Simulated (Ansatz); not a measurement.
Cost and result up the ladder for the cluster BO₃H₃ (7 atoms). The state is a singlet with charge 0. Geometry: PBE-D4/def2-TZVP.

| atom | x (Å) | y (Å) | z (Å) |
| --- | --- | --- | --- |
| B1 | 0.1333 | -0.0884 | -0.5304 |
| O2 | 0.3808 | -1.0899 | 0.2698 |
| O3 | -0.1766 | 1.1247 | 0.4360 |
| O4 | 0.7881 | -2.3765 | -0.1185 |
| H5 | 0.0747 | 0.1760 | -1.6867 |
| H6 | -0.1564 | 0.6922 | 1.3303 |
| H7 | -1.0438 | 1.5619 | 0.2995 |

Ansatz on 2 threads of Arm Neoverse V2 on a shared host. Times are rough, and most runs start from the orbitals of an earlier one. r2SCAN0-D4/def2-TZVP serves as the yardstick here, not as an exact answer. Binding counts from free atoms at the same level (B doublet, O triplet, H doublet; other spins of the atoms weren't run), without zero-point energy.

LC-ωPBE has ω = 0.4 bohr⁻¹. Correlated methods freeze 4 core orbitals. The structure holds one bond between oxygen atoms, so isomers without such links may lie far lower. The structure comes from a short search, and lower isomers may exist.

```
                         level  functions  wall time  binding energy per atom (eV)  difference from r2SCAN0-D4/def2-TZVP (eV)   remarks
                  HF/def2-TZVP        142     0.55 s                          1.93                                      -1.25         –
                 MP2/def2-TZVP        142     0.95 s                          3.26                                       0.08         –
           revPBE-D4/def2-TZVP        142      1.1 s                          3.34                                       0.16         –
             PBE0-D4/def2-TZVP        142      1.3 s                          3.28                                       0.10         –
PBE-D4/def2-TZVP (with forces)        142      1.4 s                          3.49                                       0.31         –
             LC-ωPBE/def2-TZVP        142      1.4 s                          3.28                                       0.10         –
            BHLYP-D4/def2-TZVP        142      1.4 s                          3.06                                      -0.12         –
             PBE-D4/def2-TZVPD        184      1.9 s                          3.50                                       0.32         –
           r2SCAN-D4/def2-TZVP        142        2 s                          3.34                                       0.16         –
          r2SCANh-D4/def2-TZVP        142      2.2 s                          3.27                                       0.10         –
          r2SCAN0-D4/def2-TZVP        142      2.2 s                          3.18                                       0.00         –
            PBE0-D4/def2-TZVPD        184      2.4 s                          3.29                                       0.11         –
          r2SCAN-D4/def2-TZVPD        184      3.2 s                          3.35                                       0.17         –
            CCSD(T)/def2-TZVPP        166       36 s                          3.18                                       0.01  large T1
```
